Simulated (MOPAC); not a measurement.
A run for MOPAC: PM6 on HISn (SMILES [SnH][I]), a point of a bond scan (R = 2.207 Å).

```
PM6 1SCF PRECISE CHARGE=0 THREADS=1
HISn

Sn     0.45232825 1     0.91499533 1     0.96539677 1
H      0.73028803 1     2.17687253 1    -0.26340839 1
I     -0.26193737 1    -0.54042190 1    -0.53154601 1
```

It printed:

```
*******************************************************************************
 **                                                                           **
 **                              MOPAC v23.2.5                                **
 **                                                                           **
 *******************************************************************************
 ** MOPAC's Digital Object Identifier: https://doi.org/10.5281/zenodo.6511958 **
 **                                                                           **
 ** Please cite the open-source release paper for use of this MOPAC version:  **
 ** J. E. Moussa and J. J. P. Stewart (2026)                                  **
 ** MOPAC: An open-source semiempirical molecular orbital program             **
 ** J. Open Source Softw., 11(119), 8025, https://doi.org/10.21105/joss.08025 **
 *******************************************************************************

                              PM6 CALCULATION RESULTS

 *******************************************************************************
 *  PM6        - The PM6 Hamiltonian to be used
 *
 *
 *
 *                 CHARGE ON SYSTEM = 0
 *
 *
 *
 *  PRECISE    - TIGHTER CRITERIA TO BE USED
 *  1SCF       - DO 1 SCF AND THEN STOP
 *  THREADS=1  - MULTI-THREADING NOT USED
 *  T=         - A TIME OF 172800.0 SECONDS REQUESTED
 *  DUMP=N     - RESTART FILE WRITTEN EVERY 7200.0 SECONDS REQUESTED
 *******************************************************************************
PM6 1SCF PRECISE CHARGE=0 THREADS=1
 HISn

   ATOM   CHEMICAL          X               Y               Z
  NUMBER   SYMBOL      (ANGSTROMS)     (ANGSTROMS)     (ANGSTROMS)

     1      Sn          0.45232825  *   0.91499533  *   0.96539677  *
     2       H          0.73028803  *   2.17687253  *  -0.26340839  *
     3       I         -0.26193737  *  -0.54042190  *  -0.53154601  *



          CARTESIAN COORDINATES

    NO.       ATOM           X           Y           Z

     1        Sn          0.4523      0.9150      0.9654
     2         H          0.7303      2.1769     -0.2634
     3         I         -0.2619     -0.5404     -0.5315

 General Reference for PM6:
 "Optimization of Parameters for Semiempirical Methods V: Modification of NDDO Approximations
 and Application to 70 Elements", J. J. P. Stewart, J. Mol. Mod., 13, 1173-1213 (2007)
 URL: https://link.springer.com/article/10.1007/s00894-007-0233-4

           Empirical Formula: H Sn I  =     3 atoms



      MOLECULAR POINT GROUP   :   Cs


      RHF CALCULATION, NO. OF DOUBLY OCCUPIED LEVELS = 6


 -------------------------------------------------------------------------------
 PM6 1SCF PRECISE CHARGE=0 THREADS=1
 HISn



     1SCF WAS SPECIFIED, SO BFGS WAS NOT USED
     SCF FIELD WAS ACHIEVED


                              PM6 CALCULATION
                                                       MOPAC v23.2.5 Linux




          FINAL HEAT OF FORMATION =         68.24800 KCAL/MOL =     285.54964 KJ/MOL


          COSMO AREA              =        108.90 SQUARE ANGSTROMS
          COSMO VOLUME            =        100.64 CUBIC ANGSTROMS

          IONIZATION POTENTIAL    =          7.987428 EV
          HOMO LUMO ENERGIES (EV) =         -7.987 -1.387
          NO. OF FILLED LEVELS    =          6
          MOLECULAR WEIGHT        =        246.6024         POINT GROUP:  Cs

          MOLECULAR DIMENSIONS (Angstroms)

            Atom       Atom       Distance
            I     3    H     2     2.90518
            H     2   Sn     1     1.35271
            H     2    I     3     0.00000


          SCF CALCULATIONS        =          1





   ATOM   CHEMICAL          X               Y               Z
  NUMBER   SYMBOL      (ANGSTROMS)     (ANGSTROMS)     (ANGSTROMS)

     1      Sn          0.45232825  *   0.91499533  *   0.96539677  *
     2       H          0.73028803  *   2.17687253  *  -0.26340839  *
     3       I         -0.26193737  *  -0.54042190  *  -0.53154601  *

                             CARTESIAN COORDINATES

   1   Sn        0.452328250     0.914995330     0.965396770
   2    H        0.730288030     2.176872530    -0.263408390
   3    I       -0.261937370    -0.540421900    -0.531546010


           Empirical Formula: H Sn I  =     3 atoms



      MOLECULAR POINT GROUP   :   Cs


                  EIGENVALUES
 -22.93247 -15.95218 -12.00866 -11.00300  -9.84540  -7.98743  -1.38660  -0.35663
   2.61163 110.54019 110.56427 110.76853 110.99506 111.03065


              NET ATOMIC CHARGES AND DIPOLE CONTRIBUTIONS

  ATOM NO.   TYPE          CHARGE      No. of ELECS.   s-Pop       p-Pop       d-Pop
    1         Sn           0.210105        3.7899     1.81846     1.97143
    2          H          -0.027495        1.0275     1.02749
    3          I          -0.182610        7.1826     1.87851     5.30057     0.00353
 DIPOLE           X         Y         Z       TOTAL
 POINT-CHG.     0.590     1.110     1.475     1.938
 HYBRID        -0.508    -0.267    -3.065     3.118
 SUM            0.082     0.843    -1.589     1.801


          ATOMIC ORBITAL ELECTRON POPULATIONS

     Atom    s        px        py        pz      x^2-y^2     xz        z^2       yz        xy
    1 Sn   1.81846   0.28044   0.71040   0.98059
    2  H   1.02749
    3  I   1.87851   1.75226   1.77808   1.77022   0.00057   0.00048   0.00081   0.00110   0.00057

 **********************
 *                    *
 * JOB ENDED NORMALLY *
 *                    *
 **********************




 == MOPAC DONE ==
```

The run finished.

Cost: around 0.03 core-seconds (rough).
